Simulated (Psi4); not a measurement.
C$_{3}$H$_{5}$ (SMILES C=[C]C), doublet, geometry from GFN2-xTB; Psi4 with REVPBE/def2-SVPD.

The Psi4 input:
```
memory 2 GB

molecule mol {
0 2
C     1.313529    0.256226   -0.021927
C     0.025909    0.374083   -0.010223
H     1.837879   -0.703925   -0.002493
H     1.970538    1.113360   -0.052235
C    -1.206401   -0.398851    0.024477
H    -1.008352   -1.478408    0.050837
H    -1.788968   -0.136455    0.908191
H    -1.809314   -0.183320   -0.858262
}

set {
  basis def2-svpd
  reference uks
}

energy('revpbe')
print_variables()
```

### Question
What does Psi4 print? Leave out banner, timings and long lists.

### Answer

```
   => Loading Basis Set <=

    Name: DEF2-SVPD
    Role: ORBITAL
    Keyword: BASIS

         ---------------------------------------------------------
                                   SCF
               by Justin Turney, Rob Parrish, Andy Simmonett
                          and Daniel G. A. Smith
                              UKS Reference
         ---------------------------------------------------------

  ==> Geometry <==

    Molecular point group: c1
    Full point group: C1

    Geometry (in Angstrom), charge = 0, multiplicity = 2:

       Center              X                  Y                   Z               Mass
    ------------   -----------------  -----------------  -----------------  -----------------
         C            1.294230807772     0.222651185802    -0.020813970641    12.000000000000
         C            0.006610807772     0.340508185802    -0.009109970641    12.000000000000
         H            1.818580807772    -0.737499814198    -0.001379970641     1.007825032230
         H            1.951239807772     1.079785185802    -0.051121970641     1.007825032230
         C           -1.225699192228    -0.432425814198     0.025590029359    12.000000000000
         H           -1.027650192228    -1.511982814198     0.051950029359     1.007825032230
         H           -1.808266192228    -0.170029814198     0.909304029359     1.007825032230
         H           -1.828612192228    -0.216894814198    -0.857148970641     1.007825032230

  Running in c1 symmetry.

  Rotational constants: A =      2.61073  B =      0.29029  C =      0.27463 [cm^-1]
  Rotational constants: A =  78267.86223  B =   8702.52702  C =   8233.30014 [MHz]
  Nuclear repulsion =   64.272869416033842

  Charge       = 0
  Multiplicity = 2
  Electrons    = 23
  Nalpha       = 12
  Nbeta        = 11

  ==> Algorithm <==

  SCF Algorithm Type is DF.
  DIIS enabled.
  MOM disabled.
  Fractional occupation disabled.
  Guess Type is SAD.
  Energy threshold   = 1.00e-06
  Density threshold  = 1.00e-06
  Integral threshold = 1.00e-12

  ==> Primary Basis <==

  Basis Set: DEF2-SVPD
    Blend: DEF2-SVPD
    Number of shells: 44
    Number of basis functions: 100
    Number of Cartesian functions: 106
    Spherical Harmonics?: true
    Max angular momentum: 2

  ==> DFT Potential <==

   => LibXC <=

    Version 7.1.2
    S. Lehtola, C. Steigemann, M. J. T. Oliveira, and M. A. L. Marques,  SoftwareX 7, 1–5 (2018) (10.1016/j.softx.2017.11.002)

[...]
      Ntotal   =   23.0000000659 ; deviation = 6.586e-08

   @Spin Contamination Metric:   7.800919551E-03
   @S^2 Expected:                7.500000000E-01
   @S^2 Observed:                7.578009196E-01
   @S   Expected:                5.000000000E-01
   @S   Observed:                5.000000000E-01

    Orbital Energies [Eh]
    ---------------------

    Alpha Occupied:

[...]
    Alpha Virtual:

[...]
     100A      3.248399

    Beta Occupied:

[...]
    Beta Virtual:

[...]
    Final Occupation by Irrep:
              A
    DOCC [    11 ]
    SOCC [     1 ]
    NA   [    12 ]
    NB   [    11 ]

  @DF-UKS Final Energy:  -117.11399745895670

   => Energetics <=

    Nuclear Repulsion Energy =             64.2728694160338421
    One-Electron Energy =                -282.9765567332876799
    Two-Electron Energy =                 119.6139222601070458
    DFT Exchange-Correlation Energy =     -18.0242324018099040
    Empirical Dispersion Energy =           0.0000000000000000
    VV10 Nonlocal Energy =                  0.0000000000000000
    Total Energy =                       -117.1139974589567032

  UHF NO Occupations:
  HONO-2 :   10  A 1.9992296
  HONO-1 :   11  A 1.9973326
  HONO-0 :   12  A 1.0000000
  LUNO+0 :   13  A 0.0026674
  LUNO+1 :   14  A 0.0007704
  LUNO+2 :   15  A 0.0002199
  LUNO+3 :   16  A 0.0001176

Computation Completed

Properties will be evaluated at   0.000000,   0.000000,   0.000000 [a0]

Properties computed using the SCF density matrix

 Multipole Moments:

 ------------------------------------------------------------------------------------
     Multipole            Electronic (a.u.)      Nuclear  (a.u.)        Total (a.u.)
 ------------------------------------------------------------------------------------

 L = 1.  Multiply by 2.5417464519 to convert [e a0] to [Debye]
 Dipole X            :          0.6427144           -0.8387614           -0.1960470
 Dipole Y            :          1.1702262           -1.4592857           -0.2890595
 Dipole Z            :         -0.0384495            0.0483764            0.0099268
 Magnitude           :                                                    0.3494115

 ------------------------------------------------------------------------------------

  Variable Map:
  ----------------------------------------------------------------------------
[...]
  Array Variable Map:
  ----------------------------------------------------------------------------
[...]
[...]
```
